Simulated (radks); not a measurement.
Values are calculated unless marked as measured or tabulated.
Species: the rhodium ion Rh4+. Configuration: [Kr] 4d4.5 5d0.5 (fractional occupations, a model configuration). Code: a radial shooting solver on a logarithmic mesh with Libxc functionals. Model: Dirac Kohn-Sham, B86b exchange with PBE correlation, spin-unpolarised, spherical densities, finite nucleus; open shells are shared between the two j in proportion to 2j + 1; Fermi nuclear charge, rms radius 4.4945 fm.

X-ray form factor f0, the Fourier transform of the density (f0(0) = 41):

sin(theta)/lambda (1/angstrom),f0 (electrons)
0.05,40.504
0.1,39.172
0.15,37.320
0.2,35.193
0.25,32.946
0.3,30.699
0.4,26.601
0.5,23.340
0.6,20.864
0.8,17.287
1,14.407
1.25,11.289
1.5,8.899
2,6.278
